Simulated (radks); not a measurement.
Spherical quantum dot in the effective-mass picture: electrons in a hard-walled sphere of radius 1.66, all in effective atomic units (hartree* = m*/eps^2 hartree, bohr* = eps/m* bohr), one dielectric constant everywhere. Method: non-relativistic Kohn-Sham, exchange-only LDA, spin-polarised, spherical densities; computed with a radial shooting solver with Libxc functionals. Levels are named by radial order and angular momentum (1s, 1p, 1d, 2s, ...), and open shells are averaged over m.

N = 3, configuration 1s2 1p(up 1, down 0). This is the lowest configuration that the search found. Occupied and some empty levels:

level    occupation  eigenvalue (hartree*)  <r> (bohr*)
1s up             1                 4.0839       0.8695
1s down           1                 4.2213       0.8664
1p up             1                 5.7857        1.003
1p down           0                 5.9360        1.003
1d up             0                 8.0469        1.087
1d down           0                 8.1997        1.088
2s up             0                 9.5030       0.8159
2s down           0                 9.6058       0.8170
1f up             0                 10.812        1.147
1f down           0                 10.964        1.148

Energy (hartree*): total 10.1912, kinetic 7.3009, external 0, Hartree 4.4044, exchange-correlation -1.5141.
